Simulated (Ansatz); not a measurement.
Compare A (`N=CC1(F)C[SiH2]1`) with its isomer B (`C[Si](C)(F)C#N`).

Computed with Ansatz on PBE0-D4/def2-TZVP structures; ΔE is electronic, products minus reactants. CCSD(T)/CBS adds triple-zeta CCSD(T) − MP2 to the extrapolated MP2 energy (def2 sets, frozen cores). DFT in def2-TZVPP. B3LYP here is the variant with VWN-RPA as its local correlation; programs differ in this. One conformer a species, not always the lowest.

**Question.** Which isomer does CCSD(T)/CBS put lower? Give the gap. (Estimate.)

**Answer.** The calculation gave: B, by 112.2 kcal/mol.

**Question.** Give E(B) − E(A) in kcal/mol with ωB97M-V, PBE-D4, CCSD(T)/def2-TZVPP, B3LYP-D4, r2SCAN-D4, PBE0-D4, B3LYP. (Estimate.)

**Answer.** Ansatz gave: ωB97M-V -108.8, PBE-D4 -97.7, CCSD(T)/def2-TZVPP -112.3, B3LYP-D4 -107.8, r2SCAN-D4 -104.9, PBE0-D4 -101.2, B3LYP -108.3. None reverses the order clearly.

Largest T1 diagnostic: 0.013.

In def2-TZVPP, CCSD(T) changes the Hartree–Fock value by +8.4 kcal/mol (the triples alone add +1.6 kcal/mol) and MP2 by +3.9 kcal/mol. From PBE to PBE0 (25 % exact exchange), in def2-TZVPP and without D4, E(B) − E(A) moves by −3.5 kcal/mol.
